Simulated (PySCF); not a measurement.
Be(Me)2 cation (C2H6Be), SMILES [CH3][Be][CH3] (connectivity only; charge and spin as stated), charge +1, multiplicity 2. Atoms are numbered in the order given.

```xyz
9

Be     0.0000     0.0000     0.0000
C      0.0000     0.0000    -1.7681
H      0.9273     0.5220    -2.0146
H     -0.9157     0.5420    -2.0146
H     -0.0116    -1.0641    -2.0146
C      0.0000     0.0000     1.7681
H      0.9273    -0.5220     2.0146
H     -0.9157    -0.5420     2.0146
H     -0.0116     1.0641     2.0146
```
Charge +1, spin multiplicity 2.

Geometry optimised at r2SCAN-D4/def2-TZVP. The multiplicity is an assumed one; other spin states were not compared. The isomer is the one that the SMILES or the coordinates give; other isomers of the formula were not compared.

Method: C-PCM-ωB97X/def2-SVP (PySCF).

The values are the electrostatic part of the solvation free energy, E(continuum) − E(gas) at the gas-phase geometry, in a cavity of scaled van der Waals radii (PySCF's table); cavitation and dispersion terms are not included. A continuum can't describe solvent molecules that bind to the metal.

```json
[
 {"solvent": "water", "ε": "78.36", "ΔG(elec) (kcal/mol)": "-66.8"},
 {"solvent": "n-hexane", "ε": "1.88", "ΔG(elec) (kcal/mol)": "-31.3"},
 {"solvent": "dichloromethane", "ε": "8.93", "ΔG(elec) (kcal/mol)": "-59.9"}
]
```
